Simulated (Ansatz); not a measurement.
Two isomers of C2H8AlClSi: A = `C[SiH2][Al]([CH3])[Cl]`, B = `C[CH2][Al]([SiH3])[Cl]`.

Calculated with Ansatz (gas phase, PBE0-D4/def2-TZVP geometries, no zero-point term in ΔE). CCSD(T)/CBS adds triple-zeta CCSD(T) − MP2 to the extrapolated MP2 energy (def2 sets, frozen cores). Functionals use def2-TZVPP. B3LYP here is the variant with VWN-RPA as its local correlation; programs differ in this. Each species was taken in one conformer, which may not be the lowest.

(1) Which isomer does CCSD(T)/CBS put lower? Give the gap. (An estimate is asked.)

(2) Give E(B) − E(A) in kcal/mol with PBE-D4, B3LYP-D4, ωB97M-V, B2PLYP, CCSD/def2-TZVPP, PBE0-D4, CCSD(T)/def2-TZVPP. (Best estimate.)

Largest T1 diagnostic: 0.011.

Answers

(1) Computed: A, by 12.2 kcal/mol.

(2) Ansatz gave: PBE-D4 12.2, B3LYP-D4 12.1, ωB97M-V 12.5, B2PLYP 12.4, CCSD/def2-TZVPP 11.7, PBE0-D4 12.2, CCSD(T)/def2-TZVPP 11.8. None reverses the order clearly.
